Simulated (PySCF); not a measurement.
Input for PySCF: R-BP86/6-31G* on H2O (SMILES O).

```python
from pyscf import gto, scf, dft, mp
from pyscf.data.elements import chemcore

mol = gto.M(
    atom='''
    O     0.76908816    0.68805834    0.74716409
    H     1.57405291    0.16663466    0.65640225
    H     0.17031394    0.35819565    0.06837880
    ''',
    basis='6-31g*',
    cart=True,
    charge=0, spin=0, verbose=3, max_memory=1800)
mf = dft.RKS(mol, xc='b88,p86')
mf.conv_tol = 1e-8
mf.max_cycle = 100
mf.kernel()
if not mf.converged:
    mf = mf.newton().run(mf.mo_coeff, mf.mo_occ)
```

Program output:

```
converged SCF energy = -76.4086585908129
```

The calculation finished and met its thresholds.

Cost: roughly 1.0 core-seconds.
